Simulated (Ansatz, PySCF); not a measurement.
Gas-phase reaction in SMILES: NB(N)Br + 2 B (BH3) -> BBr (BH2Br) + 2 BN (BNH4)
Geometries: B3LYP-D3(BJ)/def2-TZVP minima from Ansatz (a program for electronic structure), one conformer each, not searched for the lowest. Frequencies are from Ansatz or PySCF.

Wanted: bond separation energy (enthalpy at 298 K, with B3LYP-D3(BJ) rigid-rotor harmonic-oscillator terms), in kcal/mol. Cores are frozen in the correlated levels unless marked. Spin-orbit coupling is left out. The frozen core is the preceding noble-gas configuration, with the filled d and f shells of earlier blocks. No relativistic terms. CBS marks a two-point X^-3 extrapolation of the correlation energy; Hartree-Fock from the larger set.

```
level                         program  bond separation energy (kcal/mol)
----------------------------  -------  ---------------------------------
SCS-MP2/aug-cc-pVDZ            Ansatz                              -13.5
CCSD(T)/CBS(cc-pVTZ,cc-pVQZ)   Ansatz                                  …
```

Task: What belongs in the gaps?

Result: 
- CCSD(T)/CBS(cc-pVTZ,cc-pVQZ), bond separation energy (kcal/mol): -16.0
